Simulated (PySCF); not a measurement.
AsF2GaH2, SMILES [F][Ga]([F])[AsH2]. Heavy atoms are numbered as in [Ga:1]([AsH2:2])([F:5])[F:6]. Hydrogens are named by the atom that carries them.

Geometry: r2SCAN-D4/def2-SVP. The structure was generated by enumeration; whether it is a known compound was not checked.

Level of theory: PBE/def2-TZVP (PySCF).

Atomic charges (e), one atom of each kind:

| atom | Löwdin | meta-Löwdin |
|---|---|---|
| Ga1 | -0.07 | 0.92 |
| As2 (AsH2) | 0.20 | -0.06 |
| H on As2 | 0.03 | 0.04 |
| F5 | -0.09 | -0.46 |
